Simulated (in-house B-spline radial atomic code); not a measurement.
**Ionising Mo⁺ with different functionals**

Computed with a B-spline radial code for spherical atoms: non-relativistic Hamiltonian, point nucleus, spin-polarised at highest spin, spherical fractional occupations for the functionals, and exact exchange of hybrids averaged over the configuration. The ionisation energy is the difference of two self-consistent energies, [Kr] 4d5 → [Kr] 4d4, without Breit or QED terms; ε is the level of the shell that loses the electron (its least bound occupied spin orbital). There is no spin-orbit coupling in this Hamiltonian.

```
   method                    rung  ΔSCF (eV)  -ε(4d) (eV)
     PBE0           global hybrid      16.62        12.98
    B3LYP           global hybrid      16.53        12.57
    TPSSh           global hybrid      16.61        12.04
   M06-2X           global hybrid      16.08        14.28
BHandHLYP           global hybrid      16.19        14.11
  r2SCAN0           global hybrid      16.78        13.15
    B97-1           global hybrid      16.34        12.46
    HSE06  range-separated hybrid      16.61        12.57
    wB97X  range-separated hybrid      16.11        15.05
CAM-B3LYP  range-separated hybrid          ?            ?
  LC-wPBE  range-separated hybrid          ?            ?
```

(1) What does CAM-B3LYP give?

(2) What does LC-wPBE give?

(3) Among the functionals, which spreads more, the ΔSCF values or the orbital energies?

(4) How do they compare with the NIST value?

Answers

(1) ΔSCF 16.40 eV, and -ε(4d) = 14.20 eV.

(2) ΔSCF 16.42 eV, and -ε(4d) = 15.65 eV.

(3) The orbital energies: ΔSCF values span about 0.70 eV and the orbital energies 3.61 eV; here energy differences depend much less on the functional than eigenvalues do.

(4) NIST lists 16.2 eV ± 0.12 (semi-empirical, ground level to ground level). Errors run from -0.08 to +0.62 eV; BHandHLYP is closest (+0.03 eV), though others lie within the uncertainty of it, and part of that can be cancellation, since the calculations leave out relativity, Breit-QED terms, multiplet and fine-structure energies.
